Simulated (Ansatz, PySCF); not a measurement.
System: sum formula BN$_{2}$H$_{3}$Cl, charge 0, multiplicity 2. It need not be the lowest isomer of its formula. 
Coordinates optimised at B3LYP-D3(BJ)/def2-TZVP (Ansatz, a first-principles code):
SMILES: [NH]B(Cl)N
```xyz
7

B      0.0466    -0.3602     0.3206
Cl    -0.0317     0.9826    -0.8726
N      1.3477    -0.7143     0.8095
N     -1.1355    -0.9308     0.7883
H      2.0028    -1.0704     0.1146
H     -2.0415    -0.6619     0.4460
H     -1.1416    -1.6556     1.4858
```
Charge 0, spin multiplicity 2.

Total electronic energies in hartree. Valence correlation only, unless marked. Open shells are spin-unrestricted. No spin-orbit coupling. No relativistic terms. Basis-set limits of correlation are two-point, X^-3; Hartree-Fock from the larger set. [CCSD(T)-MP2]/basis is that difference in the basis named.

```
level                                                                             program  energy (Eh)
-------------------------------------------------------------------------  --------------  -----------
HF/STO-3G                                                                          Ansatz   -588.25484
HF/aug-cc-pV(T+d)Z                                                                 Ansatz   -594.98610
HF/cc-pVTZ                                                                         Ansatz   -594.98254
B3LYP-D4/def2-TZVPD                                                        Ansatz + dftd4   -596.51105
BHLYP-D3(BJ)/def2-TZVPD                                                    Ansatz + dftd3   -596.41782
r2SCAN0/def2-TZVPD                                                                 Ansatz   -596.35904
CAM-B3LYP/def2-TZVPD                                                                PySCF            ?
LC-wPBE-D3(BJ)/def2-TZVPD                                                  Ansatz + dftd3            ?
MP2/aug-cc-pV(T+d)Z                                                                Ansatz   -595.66453
MP2/cc-pVTZ                                                                        Ansatz   -595.64713
RI-MP2/aug-cc-pV(T+d)Z                                                             Ansatz   -595.66433
RI-MP2/aug-cc-pV(Q+d)Z                                                             Ansatz   -595.72244
RI-MP2/cc-pV(Q+d)Z                                                                 Ansatz   -595.71556
RI-MP2/CBS(aug-cc-pV(T+d)Z,aug-cc-pV(Q+d)Z)                                        Ansatz    -595.7566
RI-MP2/CBS(aug-cc-pV(T+d)Z,aug-cc-pV(Q+d)Z)+[CCSD(T)-MP2]/aug-cc-pV(T+d)Z          Ansatz    -595.8245
```

Complete the blanks.


- CAM-B3LYP/def2-TZVPD, energy (Eh): -596.43267
- LC-wPBE-D3(BJ)/def2-TZVPD, energy (Eh): -596.26867
